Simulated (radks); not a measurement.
Values are calculated unless marked as measured or tabulated.
Species: the nickel ion Ni+. Configuration: [Ar] 3d9 (the NIST ground configuration).

Level of theory: Dirac Kohn-Sham, BLYP, spin-unpolarised, spherical densities, point nucleus; open shells are shared between the two j in proportion to 2j + 1 (a radial shooting solver on a logarithmic mesh with Libxc functionals).

Energy parts (eV):
total: -41380.091
kinetic: 42050.616
electron-nucleus: -99307.193
Hartree: 17609.599
exchange-correlation: -1733.113

Orbitals (lengths in bohr, moments of r in powers of bohr; <r^-3> diverges for s and p1/2):
| orbital | occ. | eigenvalue (eV) | <r> | <r^-3> |
|---|---|---|---|---|
| 1s1/2 | 2 | -8216.256 | 0.05408 | - |
| 2s1/2 | 2 | -984.3493 | 0.2447 | - |
| 2p1/2 | 2 | -859.2701 | 0.2130 | - |
| 2p3/2 | 4 | -841.7612 | 0.2163 | 607.5 |
| 3s1/2 | 2 | -114.1895 | 0.7436 | - |
| 3p1/2 | 2 | -76.2394 | 0.7780 | - |
| 3p3/2 | 4 | -74.0563 | 0.7885 | 76.26 |
| 3d3/2 | 3.6 | -13.1554 | 1.071 | 6.569 |
| 3d5/2 | 5.4 | -12.9339 | 1.080 | 6.405 |

The highest occupied level is 3d5/2 at -12.934 eV. The density falls to 0.001 e/bohr^3 at r = 3.39 bohr. Summed over all electrons, <r^2> = 20.55 bohr^2, which gives a Langevin (diamagnetic) susceptibility term of -16.3 x 10^-6 cm^3/mol. For comparison, the ionisation energy in NIST's Atomic Spectra Database is 18.169 eV (measured). In exact Kohn-Sham theory the highest level is minus the ionisation energy, but local and semilocal functionals leave it too shallow, through self-interaction and a potential that decays too fast; potentials with the right tail come closer.

Beside tabulated values, note that spin-unpolarised runs miss the spin-polarisation part of the exchange energy of open shells.
